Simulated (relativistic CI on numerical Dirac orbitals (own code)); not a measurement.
**Electric-dipole lines of Hf XXV**

Method of calculation: Dirac-Coulomb-Breit CI, orbitals from a KLI potential per configuration, QED by a radiative potential, unscaled Slater integrals (own radial code, finite nucleus).

Configurations in the expansion (outside the closed core [Ar] 3d10): 4s2.4p6.4d10.4f2, 4s2.4p6.4d10.4f.5s, 4s2.4p6.4d9.4f3, 4s2.4p6.4d10.5s2, 4s2.4p6.4d10.4f.5p, 4s2.4p6.4d10.5s.5p, 4s2.4p6.4d10.4f.5d, 4s2.4p5.4d10.4f3, 4s2.4p6.4d10.5p.5d, 4s2.4p6.4d9.4f2.5s, 4s2.4p6.4d10.4f.5f, 4s.4p6.4d10.4f3, 4s2.4p6.4d10.4f.6s, 4s2.4p6.4d9.4f2.5p, 4s2.4p6.4d10.4f.5g, 4s2.4p6.4d10.4f.6p, 4s2.4p6.4d10.4f.6d, 4s2.4p6.4d10.4f.7s, 4s2.4p6.4d10.4f.6g, 4s.4p6.4d10.4f.5s2, 4s.4p6.4d10.4f.5p2, 4s2.4p6.4d10.5p2, 4s2.4p6.4d9.5s.5p2, 4s2.4p6.4d10.5s.5d, 4s2.4p6.4d9.5s2.5d, 4s2.4p6.4d10.5d2, 4s2.4p6.4d9.5s.5d2. Double excitations out of closed p, d and f shells are left out; levels of such configurations are missing from the list, as are those of other unlisted configurations, and high levels can miss mixing partners.

```
λ vac (nm)                          Lower                           Upper   A (s⁻¹)  E lower (cm⁻¹)  E upper (cm⁻¹)
    5.3338      4s2.4p6.4d10.4f2 3F_2 [2]  4s2.4p6.4d10.4f.5d 3D°_3 [400]  4.56e+11           17829         1892659
    5.3397      4s2.4p6.4d10.4f2 3F_2 [2]     4s2.4p6.4d9.4f3 3G°_3 [399]  3.16e+11           17829         1890598
    5.4335      4s2.4p6.4d10.4f2 3H_5 [3]  4s2.4p6.4d10.4f.5d 3H°_5 [387]  2.01e+11           20299         1860731
    5.4420      4s2.4p6.4d10.4f2 3H_5 [3]  4s2.4p6.4d10.4f.5d 3G°_4 [386]  4.60e+11           20299         1857870
    5.4461      4s2.4p6.4d10.4f2 3H_6 [6]     4s2.4p6.4d9.4f3 3I°_7 [394]  2.36e+12           38157         1874324
    5.4475      4s2.4p6.4d10.4f2 3F_4 [7]  4s2.4p6.4d10.4f.5d 3D°_3 [400]  5.10e+11           56969         1892659
    5.4522      4s2.4p6.4d10.4f2 3H_6 [6]  4s2.4p6.4d10.4f.5d 3G°_5 [392]  6.45e+11           38157         1872289
    5.4553      4s2.4p6.4d10.4f2 3F_3 [5]  4s2.4p6.4d10.4f.5d 3D°_2 [390]  3.36e+11           32961         1866051
    5.4654      4s2.4p6.4d10.4f2 1G_4 [4]  4s2.4p6.4d10.4f.5d 1F°_3 [388]  5.06e+11           32723         1862428
    5.4660      4s2.4p6.4d10.4f2 3H_4 [1]  4s2.4p6.4d10.4f.5d 3H°_4 [379]  1.95e+11               0         1829486
    5.4695      4s2.4p6.4d10.4f2 3H_5 [3]     4s2.4p6.4d9.4f3 3I°_6 [383]  2.47e+12           20299         1848633
    5.4700      4s2.4p6.4d10.4f2 3F_2 [2]  4s2.4p6.4d10.4f.5d 3D°_1 [381]  4.53e+11           17829         1845974
    5.4746      4s2.4p6.4d10.4f2 3H_5 [3]  4s2.4p6.4d10.4f.5d 3G°_4 [382]  2.73e+11           20299         1846928
    5.4790      4s2.4p6.4d10.4f2 1G_4 [4]  4s2.4p6.4d10.4f.5d 3G°_4 [386]  2.10e+11           32723         1857870
    5.4801      4s2.4p6.4d10.4f2 3F_4 [7]     4s2.4p6.4d9.4f3 1G°_4 [397]  2.35e+11           56969         1881740
    5.4839      4s2.4p6.4d10.4f2 3F_4 [7]  4s2.4p6.4d10.4f.5d 3F°_4 [396]  2.34e+11           56969         1880495
    5.4840      4s2.4p6.4d10.4f2 3H_4 [1]  4s2.4p6.4d10.4f.5d 3G°_3 [376]  6.91e+11               0         1823482
    5.5023      4s2.4p6.4d10.4f2 3F_3 [5]  4s2.4p6.4d10.4f.5d 3F°_3 [385]  4.25e+11           32961         1850375
    5.5178      4s2.4p6.4d10.4f2 3H_4 [1]     4s2.4p6.4d9.4f3 3I°_5 [374]  2.01e+12               0         1812306
    5.5320      4s2.4p6.4d10.4f2 3F_2 [2]  4s2.4p6.4d10.4f.5d 3F°_2 [377]  5.48e+11           17829         1825510
    5.5458      4s2.4p6.4d10.4f2 3H_4 [1]     4s2.4p6.4d9.4f3 1H°_5 [370]  2.37e+11               0         1803160
    5.5904      4s2.4p6.4d10.4f2 3H_4 [1]     4s2.4p6.4d9.4f3 3I°_5 [367]  2.15e+11               0         1788772
    14.170   4s2.4p6.4d10.4f.5p 3D_3 [20]  4s2.4p6.4d10.4f.5d 3D°_2 [389]  1.24e+11         1158043         1863766
    14.309   4s2.4p6.4d10.4f.5p 3G_4 [21]  4s2.4p6.4d10.4f.5d 3H°_5 [387]  1.16e+11         1161870         1860731
    14.354   4s2.4p6.4d10.4f.5p 3G_3 [18]  4s2.4p6.4d10.4f.5d 3H°_4 [379]  1.33e+11         1132794         1829486
    14.444   4s2.4p6.4d10.4f.5p 3D_3 [20]  4s2.4p6.4d10.4f.5d 3F°_3 [385]  8.56e+10         1158043         1850375
    18.042   4s2.4p6.4d10.4f.5p 3G_4 [24]  4s2.4p6.4d10.4f.5d 3G°_5 [392]  8.01e+10         1318028         1872289
    18.052   4s2.4p6.4d10.4f.5p 3F_3 [22]  4s2.4p6.4d10.4f.5d 3G°_4 [386]  7.26e+10         1303921         1857870
    19.540  4s2.4p6.4d10.4f.5s 3F°_4 [16]    4s2.4p6.4d10.4f.5p 3G_5 [28]  4.97e+10          828435         1340216
    19.602  4s2.4p6.4d10.4f.5s 3F°_3 [15]    4s2.4p6.4d10.4f.5p 3G_4 [24]  4.16e+10          807882         1318028
```

Terms are leading LS components. Brackets give the number of a level in order of energy, since labels repeat. The list gives strong lines, with weight on those to low levels, without lines whose two gauges differ by over a factor of 2.5, among the lowest 400 of 2028 levels, so that lines to higher ones, which can be the strongest, are missing. Levels whose partners in the same complex of configurations lie outside the list can be far off, and so can their lines. Rates are taken at the computed energies, electric ones in the length gauge.

At this charge energies of transitions that change n are usually good to better than 1 %, and those within a shell (Δn = 0) to a few per cent. Terms inside the open d or f shell come out 10 to 20 % too wide with unscaled integrals.

LS names give the leading component of a level, which can be under half, so a name can repeat, a term be missing and a line seem to break the LS rules.
